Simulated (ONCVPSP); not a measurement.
u(r) = r·R(r): atom against pseudo-atom (ruthenium)

Columns: radius, all-electron u(r) and pseudo u(r) of the 4s shell (level -83.91 eV) of ruthenium in the configuration [Ar] 3d10 4s2 4p6 4d7; LDA (Perdew-Zunger), scalar-relativistic, ONCV scheme, ONCVPSP 4.0.1.

```csv
r (bohr),all-electron,pseudo
0.115,0.3761,0.0169
0.230,-0.4371,0.0886
0.345,-0.5857,0.2439
0.460,-0.1083,0.4712
0.575,0.4642,0.7250
0.690,0.8815,0.9471
0.805,1.0988,1.0913
0.920,1.1545,1.1384
1.035,1.1040,1.0970
1.150,0.9957,0.9945
1.265,0.8636,0.8634
1.380,0.7288,0.7287
1.495,0.6031,0.6030
1.610,0.4917,0.4916
1.725,0.3964,0.3963
1.840,0.3168,0.3167
1.955,0.2514,0.2514
2.070,0.1984,0.1984
2.185,0.1558,0.1558
2.300,0.1219,0.1219
2.415,0.0951,0.0951
2.530,0.0739,0.0739
2.645,0.0574,0.0574
2.760,0.0444,0.0444
2.875,0.0343,0.0343
2.990,0.0265,0.0265
```

Question: How many radial nodes do the two functions have?

Answer: The all-electron 4s function has n − l − 1 = 3 (the table is too coarse to show those close to the nucleus); the pseudo-wave has 0, since the states of the same l below it are removed with the core.

Question: At about which radius was the pseudo-wave matched?

Answer: 1.30 bohr, where the columns begin to agree (steps of 0.12 bohr).

Question: Is the pseudo-wave norm-conserving?

Answer: Yes: the ONCV scheme keeps the norm inside the radius equal to the all-electron one, which fixes the energy derivative of the logarithmic derivative at the level.
